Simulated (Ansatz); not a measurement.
Ansatz (an electronic-structure program) input (B3LYP-D3(BJ)/def2-TZVP):

Ansatz 0.2 input:
```yaml
crystal:
  periodic: [false, false, false]
  atoms:
    - {symbol: Sn, position_ang: [-0.44177673, -0.47167065, -0.23582560]}
    - {symbol: Cl, position_ang: [-0.02547868, 1.29548989, -1.82939386]}
    - {symbol: Cl, position_ang: [-1.25930907, 0.60108510, 1.76705403]}
    - {symbol: Cl, position_ang: [1.71609477, -1.40058259, 0.32374697]}
basis:
  gaussian:
    orbitals: def2-TZVP
hamiltonian:
  xc: b3lyp
  dispersion: d3bj
magnetization: {spin_polarized: true, initial_magnetization: 1}
relax: {f_tol: 0.002, max_steps: 150}
```

Output:

```
Functional definition: B3LYP
integrals: 0.10 GiB planned
1221 factors; their error is unknown
mean field: 1.25 GiB planned
mean field evaluation 1: about -43404.8492 eV, gradient 1.9e1 eV
mean field evaluation 2: about -43401.2463 eV, gradient 3.4e1 eV
mean field evaluation 4: about -43406.8462 eV, gradient 1.1e0 eV
mean field evaluation 8: about -43407.0057 eV, gradient 2.4e-2 eV
mean field evaluation 16: about -43407.0057 eV, gradient 8.8e-6 eV
mean field -43407.00568233 eV, -1595.1780365004 hartree, gradient 8.8e-6 eV, S^2 0.754431; 0 other end points of the search recorded, 0 dependent functions left out
the calculation of the forces begins
reference -43407.00594914 eV, -1595.1780463054 hartree; 37, 36 occupied and 124, 125 virtual orbitals, 1221 factors
relax step   1: F+E_penalty+E_count = -43407.30038919 eV  Δ(F+E_penalty+E_count) = +0.000e0 eV  max|allowed force component| = 5.600e-1 eV/Å  Δτ_max = 0.0000 Å  (31 SCF iters, accepted)
these checks for a lower state are left out or cut short: starts, cluster_reference, orbital_swaps, neighbouring_geometries, increment
integrals: 0.10 GiB planned
1221 factors; their error is unknown
mean field: 1.25 GiB planned
mean field -43407.05008459 eV, -1595.1796682535 hartree, gradient 1.4e-5 eV, S^2 0.753462; 0 other end points of the search recorded, 0 dependent functions left out
the calculation of the forces begins
reference -43407.05034913 eV, -1595.1796779749 hartree; 37, 36 occupied and 124, 125 virtual orbitals, 1221 factors
relax step   2: F+E_penalty+E_count = -43407.35077040 eV  Δ(F+E_penalty+E_count) = -5.038e-2 eV  max|allowed force component| = 1.457e-1 eV/Å  Δτ_max = 0.0626 Å  (32 SCF iters, accepted)
these checks for a lower state are left out or cut short: starts, cluster_reference, orbital_swaps, neighbouring_geometries, increment
integrals: 0.10 GiB planned
1221 factors; their error is unknown
mean field: 1.25 GiB planned
mean field -43407.05444957 eV, -1595.1798286636 hartree, gradient 1.6e-5 eV, S^2 0.753623; 0 other end points of the search recorded, 0 dependent functions left out
the calculation of the forces begins
reference -43407.05471453 eV, -1595.1798384006 hartree; 37, 36 occupied and 124, 125 virtual orbitals, 1221 factors
relax step   3: F+E_penalty+E_count = -43407.35401779 eV  Δ(F+E_penalty+E_count) = -3.247e-3 eV  max|allowed force component| = 2.832e-3 eV/Å  Δτ_max = 0.0119 Å  (35 SCF iters, accepted)
these checks for a lower state are left out or cut short: starts, cluster_reference, orbital_swaps, neighbouring_geometries, increment
integrals: 0.10 GiB planned
1221 factors; their error is unknown
mean field: 1.25 GiB planned
mean field evaluation 32: about -43406.9010 eV, gradient 1.1e-1 eV
mean field -43407.05448871 eV, -1595.1798301018 hartree, gradient 2.4e-5 eV, S^2 0.753626; 0 other end points of the search recorded, 0 dependent functions left out
the calculation of the forces begins
reference -43407.05475368 eV, -1595.1798398392 hartree; 37, 36 occupied and 124, 125 virtual orbitals, 1221 factors
relax step   4: F+E_penalty+E_count = -43407.35401909 eV  Δ(F+E_penalty+E_count) = -1.298e-6 eV  max|allowed force component| = 7.819e-5 eV/Å  Δτ_max = 0.0003 Å  (22 SCF iters, accepted)
integrals: 0.10 GiB planned
1221 factors; their error is unknown
mean field: 1.25 GiB planned
mean field -43407.05448871 eV, -1595.1798301018 hartree, gradient 2.4e-5 eV, S^2 0.753626; 1 other end points of the search recorded, 0 dependent functions left out
the calculation of the forces begins
reference -43407.05475368 eV, -1595.1798398392 hartree; 37, 36 occupied and 124, 125 virtual orbitals, 1221 factors
Total energy: -43407.35428406 eV, -1595.1908473777 hartree
Atom 0 at    -0.409563    -0.436566    -0.218604 Å, force     0.000031     0.000029     0.000038 eV/Å
Atom 1 at    -0.033976     1.267907    -1.808362 Å, force    -0.000013     0.000034    -0.000078 eV/Å
Atom 2 at    -1.250098     0.583217     1.737699 Å, force    -0.000064     0.000005     0.000047 eV/Å
Atom 3 at     1.683167    -1.390236     0.314848 Å, force     0.000046    -0.000067    -0.000006 eV/Å
Dipole moment:    -0.279074    -0.303570    -0.154283 e Å
```

It need not be the lowest isomer of its formula.
